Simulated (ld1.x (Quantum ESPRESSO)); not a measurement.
**An all-electron radial function and its pseudo partner (N (Z = 7))**

Columns: radius, all-electron u(r) and pseudo u(r) of the 2p shell (level -7.25 eV) of nitrogen in the configuration [He] 2s2 2p3; LDA (PZ), non-relativistic, PAW scheme, ld1.x (Quantum ESPRESSO) 7.5.

```csv
r (bohr),all-electron,pseudo
0.075,0.0446,0.0109
0.150,0.1405,0.0429
0.225,0.2527,0.0939
0.300,0.3632,0.1605
0.375,0.4632,0.2386
0.450,0.5490,0.3233
0.525,0.6195,0.4097
0.600,0.6753,0.4928
0.675,0.7173,0.5687
0.750,0.7471,0.6338
0.825,0.7663,0.6860
0.900,0.7764,0.7243
0.975,0.7789,0.7486
1.050,0.7752,0.7601
1.125,0.7665,0.7606
1.200,0.7538,0.7525
1.275,0.7380,0.7382
1.350,0.7197,0.7201
1.425,0.6997,0.6998
1.500,0.6784,0.6784
1.575,0.6562,0.6562
1.650,0.6334,0.6334
1.725,0.6103,0.6103
1.800,0.5872,0.5872
1.875,0.5642,0.5642
1.950,0.5415,0.5415
```

(1) How many radial nodes do the two functions have?

(2) At about which radius was the pseudo-wave matched?

(3) Is the pseudo-wave norm-conserving?

Answers

(1) The all-electron 2p function has n − l − 1 = 0; the pseudo-wave has 0.

(2) 1.50 bohr. The columns agree to 0.0005 from 1.27 bohr on; several derivatives are matched, so the curves merge somewhat inside the radius.

(3) No, it belongs to a PAW set: the norm inside the radius is not constrained, and the difference is carried by the augmentation charge.
